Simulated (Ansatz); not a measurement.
CCl$_{2}$GeN (`N#[C][Ge]([Cl])[Cl]`) radical: the same geometry under several functionals.

```yaml
crystal:
  periodic: [false, false, false]
  atoms:
    - {symbol: N, position_ang: [1.425156, -1.439390, 1.265031]}
    - {symbol: C, position_ang: [0.675449, -0.725923, 0.757191]}
    - {symbol: Ge, position_ang: [-0.666442, 0.489745, 0.096383]}
    - {symbol: Cl, position_ang: [-1.754305, -0.553421, -1.415101]}
    - {symbol: Cl, position_ang: [0.369942, 2.155388, -0.744905]}
basis:
  gaussian: {orbitals: def2-TZVPP}
magnetization: {spin_polarized: true, initial_magnetization: 1}
hamiltonian: {xc: {name: PBE-QIDH}}
```

```sh
$ ansatz run in.yaml --threads 4 --pin off --events-out ev --progress --plain --max-ram 10444MiB
```

Shortened log:

```
Functional definition: PBE-QIDH
1226 factors; integrals over basis functions are off by at most 6.1e-4 eV
mean field evaluation 1: about -84046.7332 eV, gradient 2.9e1 eV
mean field evaluation 2: about -84046.9483 eV, gradient 2.9e1 eV
mean field evaluation 4: about -84051.0425 eV, gradient 4.7e0 eV
mean field evaluation 8: about -84051.1949 eV, gradient 6.5e-1 eV
mean field evaluation 16: about -84051.1990 eV, gradient 8.4e-3 eV
mean field evaluation 32: about -84051.1990 eV, gradient 7.4e-6 eV
mean field -84051.19902334 eV, -3088.8245921589 hartree, gradient 7.4e-6 eV, S^2 0.756575; 0 other end points of the search recorded, 0 dependent functions left out
21 core orbitals not correlated: weight in the atoms' cores, before any rotation towards them, 1.000 or more for the frozen orbitals, at most 0.000 for the correlated occupied ones
reference -84051.19903437 eV, -3088.8245925640 hartree; 19, 18 occupied and 154, 155 virtual orbitals, 1226 factors
second order -28.70006857 eV of doubles, -0.00000000 eV of singles
Total energy: -84060.76572389 eV, -3089.1761619194 hartree
```

Run time 7.5 s (4 threads of an AMD EPYC 7R43 on a shared host); peak host memory 0.7 GiB.

The same input with `hamiltonian: {xc: r2scan, dispersion: d4}` and forces (abridged; 5.5 s):

```
Functional definition: r2SCAN
mean field evaluation 16: about -84089.7749 eV, gradient 2.7e-3 eV
mean field -84089.77487045 eV, -3090.2422283923 hartree, gradient 5.2e-5 eV, S^2 0.753700
Total energy: -84089.81612637 eV, -3090.2437445196 hartree
Atom 0 force     0.392649    -0.375759     0.274464 eV/Å
Atom 1 force    -0.387777     0.373151    -0.280043 eV/Å
Atom 2 force    -0.006545    -0.019196     0.098921 eV/Å
Atom 3 force    -0.038492    -0.039355    -0.059065 eV/Å
Atom 4 force     0.040165     0.061159    -0.034277 eV/Å
Dipole moment:    -0.426114     0.343748    -0.039035 e Å
```

The same input with `hamiltonian: {xc: lda}` (abridged; 1.3 s):

```
Functional definition: SPW92
mean field evaluation 16: about -83904.8689 eV, gradient 2.0e-4 eV
mean field -83904.86885880 eV, -3083.4470577980 hartree, gradient 2.4e-5 eV, S^2 0.750893
Total energy: -83904.86889130 eV, -3083.4470589925 hartree
```

Changing it to `hamiltonian: {xc: {name: r2SCAN0}, dispersion: d4}` (abridged; 7.5 s):

```
Functional definition: r2SCAN0
mean field evaluation 16: about -84088.5828 eV, gradient 4.2e-3 eV
mean field -84088.58280847 eV, -3090.1984209226 hartree, gradient 4.8e-5 eV, S^2 0.754986
Total energy: -84088.63384762 eV, -3090.2002965768 hartree
```

The same input with `hamiltonian: {xc: {name: BLYP}, dispersion: d4}` (abridged; 2 s):

```
Functional definition: BLYP
mean field evaluation 16: about -84094.0515 eV, gradient 2.7e-3 eV
mean field -84094.05153420 eV, -3090.3993928863 hartree, gradient 4.5e-5 eV, S^2 0.751339
Total energy: -84094.43368637 eV, -3090.4134367197 hartree
```

With the line `hamiltonian: {xc: {name: BHLYP}, dispersion: d4}` (abridged; 5.5 s):

```
Functional definition: BHLYP
mean field evaluation 16: about -84090.9577 eV, gradient 7.1e-4 eV
mean field -84090.95765746 eV, -3090.2856950133 hartree, gradient 8.1e-5 eV, S^2 0.755037
Total energy: -84091.21957057 eV, -3090.2953201428 hartree
```
